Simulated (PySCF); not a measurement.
**Electron correlation in O²⁺ (oxygen, charge +2)**

[He] 2s2 2p2, high-spin 3P determinant. Calculation: PySCF 2.14, in aug-cc-pCVTZ-DK with one added diffuse shell each of s, p, d, f type (8s7p5d3f, 75 functions); the spin-free X2C one-electron Hamiltonian (Gaussian nucleus). Frozen: 1s2; 4 electrons correlated.

```csv
level,correlation energy (mhartree)
CCSD,-99.51
(T),-1.38
CCSD(T),-100.89
```

Diagnostics: T1 = 0.0048, D1 = 0.0097, largest double amplitude 0.121.

Q: Is a single reference adequate?

A: Mostly. T1 lies below 0.03, but a double amplitude of this size points to a near-degeneracy that CCSD handles and MP2 describes poorly.
